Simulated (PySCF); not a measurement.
## Bonding in `[SiH3]N([SiH3])[SiH3]`

Species: H9NSi3.
Numbering: `[SiH3:1][N:2]([SiH3:3])[SiH3:4]` (hydrogens: H5, H6, H7 on Si1; H8, H9, H10 on Si3; H11, H12, H13 on Si4)

Structure used (PBE0-D3(BJ)/def2-SVP), in Å, numbered top down from 1:
```xyz
13
H9NSi3 angstrom
Si     0.3558    1.7031   -0.1627
N     -0.0002    0.0025    0.0746
Si    -1.6442   -0.5145    0.4016
Si     1.2870   -1.1872    0.0087
H     -0.3620    2.2572   -1.3510
H     -0.0256    2.5156    1.0326
H      1.8295    1.8203   -0.3860
H     -2.5084    0.7043    0.3517
H     -2.1220   -1.4980   -0.6175
H     -1.7672   -1.1490    1.7497
H      0.6738   -2.5162    0.3146
H      1.9204   -1.2403   -1.3441
H      2.3543   -0.8969    1.0138
```

Bond orders from the PBE0/pcSseg-1 density (PySCF). Isolated species at its PBE0-D3(BJ)/def2-SVP geometry, gas phase.

Where do the orders between heavy atoms depart from those drawn in the SMILES?

The largest departure is 0.115, at N2–Si3 (drawn single, 0.885), Si1–N2 (drawn single, 0.886) and N2–Si4 (drawn single, 0.886).

Set the Mayer orders of the bonds beside their lengths.

```json
{"bond": "Si1–N2", "drawn as": "single", "length (Å)": "1.754", "Mayer order": "0.886"}
{"bond": "N2–Si3", "drawn as": "single", "length (Å)": "1.754", "Mayer order": "0.885"}
{"bond": "N2–Si4", "drawn as": "single", "length (Å)": "1.754", "Mayer order": "0.886"}
{"bond": "Si1–H5", "drawn as": "single", "length (Å)": "1.495", "Mayer order": "0.927"}
{"bond": "Si1–H6", "drawn as": "single", "length (Å)": "1.495", "Mayer order": "0.927"}
{"bond": "Si1–H7", "drawn as": "single", "length (Å)": "1.495", "Mayer order": "0.933"}
{"bond": "Si3–H8", "drawn as": "single", "length (Å)": "1.495", "Mayer order": "0.933"}
{"bond": "Si3–H9", "drawn as": "single", "length (Å)": "1.495", "Mayer order": "0.928"}
{"bond": "Si3–H10", "drawn as": "single", "length (Å)": "1.495", "Mayer order": "0.926"}
{"bond": "Si4–H11", "drawn as": "single", "length (Å)": "1.495", "Mayer order": "0.932"}
{"bond": "Si4–H12", "drawn as": "single", "length (Å)": "1.495", "Mayer order": "0.926"}
{"bond": "Si4–H13", "drawn as": "single", "length (Å)": "1.495", "Mayer order": "0.928"}
```

Sum the orders of all bonds at each heavy atom with more than one neighbour and set the sums beside the valence in the SMILES.

Si1 3.673 (drawn 4), N2 2.657 (drawn 3), Si3 3.672 (drawn 4), Si4 3.672 (drawn 4). Orders between atoms that aren't bonded are not in these sums.

The Mayer order sums products of elements of PS (density times overlap matrix) between the two atoms' basis functions, so it depends on the basis set.
